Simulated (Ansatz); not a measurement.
Sc(Cl)3 anion (Cl3Sc), SMILES [Cl][Sc]([Cl])[Cl] (connectivity only; charge and spin as stated), charge -1, multiplicity 2.

The structure is a stationary point at PBE0-D3(BJ)/def2-SVPD. The spin state was assumed, not searched. The isomer is the one that the SMILES or the coordinates give; other isomers of the formula were not compared.

Two levels are set side by side: PBE/def2-SVPD (Ansatz, a program for electronic structure) and CAM-B3LYP/def2-SVPD (Ansatz). Energy differences of separate SCF runs at the same geometry; the states with an electron removed or added have multiplicity 1. Differences are taken from unrounded values.

```json
[
 {"quantity": "vertical ionisation energy (eV)", "CAM-B3LYP": "2.57", "PBE": "2.09", "PBE minus CAM-B3LYP": "-0.49"}
]
```
